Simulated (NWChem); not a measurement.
Species: C4H2N2; SMILES C#C/C=N/C#N

```xyz
8

C      0.1454     2.9699     0.0000
C     -0.0848     1.7788     0.0000
C     -0.4329     0.4009     0.0000
N      0.4628    -0.5195     0.0000
C      0.1166    -1.8014     0.0000
N     -0.0800    -2.9493     0.0000
H      0.3682     4.0225     0.0000
H     -1.5125     0.1701     0.0000
```
Atoms are numbered in this order, from 1.

Computed with NWChem. Pople sets run with spherical d functions. Structure relaxed at the PBE0/def2-SVP level.

Task: What does the run give for PBE/6-311G**? Quantities: highest occupied level (eV); orbital gap (eV); dipole (D).

Result: The highest occupied level (eV) is -7.04. The orbital gap (eV) is 3.11 and the dipole (D) is 5.16.
